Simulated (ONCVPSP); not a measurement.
lead (Pb): variants of one ONCV potential

Base potential:

```
Element                 : Pb (Z = 82)
Generator               : ONCVPSP 4.0.1
Type                    : optimised norm-conserving Vanderbilt (ONCV)
Functional              : PBE
Relativity              : scalar-relativistic
Frozen core             : [Kr] 4d10 4f14
Valence charge          : 22
Reference configuration : 5s2 5p6 5d10 6s1.5 6p2.5
Partial waves           : 5s+6s: rc 1.55 bohr, ncon 4, nbas 8, qcut 7.2 1/bohr, 2 projectors; 5p+6p: rc 1.85 bohr, ncon 4, nbas 7, qcut 8.4 1/bohr, 3 projectors, debl 2.9 Ha; 5d: rc 1.15 bohr, ncon 3, nbas 7, qcut 8.8 1/bohr, local
Local potential         : the d channel
Core correction         : none
```

Cutoffs, loose and tight: the cutoffs (Ha) at which the residual kinetic energy of the hardest occupied pseudo-wave falls to 1 and 0.1 mHa per electron. They do not see the model core or the augmentation charge, which bear on the density cutoff. Test errors are all-electron minus pseudo excitation energies from the reference, over the configurations 5s2 5p6 5d10 6s2 6p2; 5s2 5p6 5d10 6s2 6p1; 5s2 5p6 5d10 6s2 6p0; 5s1 5p6 5d10 6s2 6p2. A dash means not determined; rows that change the core or the reference have their own tests.

| change | outcome | cutoff, loose | cutoff, tight | bound ghosts | GHOST(+) flags above zero | largest test error (meV) |
| --- | --- | --- | --- | --- | --- | --- |
| base | generated | 24 Ha | 38 Ha | none | none | -615 |
| all radii scaled by about 0.77 (s 1.20, p 1.44, d 0.88 bohr) | generated | 210 Ha | 360 Ha | none | none | -255 |
| all radii scaled by about 0.89 (s 1.38, p 1.64, d 1.02 bohr) | generated | 24 Ha | 79 Ha | none | none | -424 |
| all radii scaled by about 1.04 (s 1.62, p 1.92, d 1.20 bohr) | generated | 24 Ha | 29 Ha | none | none | -680 |
| all radii scaled by about 1.11 (s 1.72, p 2.06, d 1.28 bohr) | generated | 25 Ha | 29 Ha | none | p | -781 |
| all radii scaled by about 1.22 (s 1.90, p 2.26, d 1.40 bohr) | generated | 25 Ha | 30 Ha | none | none | -914 |
| all radii scaled by about 1.29 (s 2.00, p 2.38, d 1.48 bohr) | generated | 26 Ha | 30 Ha | none | none | -955 |

Reading the sweep of the scale of all radii (base = 1) (base included, trends over the rows without a ghost): The loose cutoff is not monotonic: lowest 24 Ha at 1, highest 210 Ha at 0.77. The median size of the test errors (rows with all tests solved) stays near 5.2 meV.
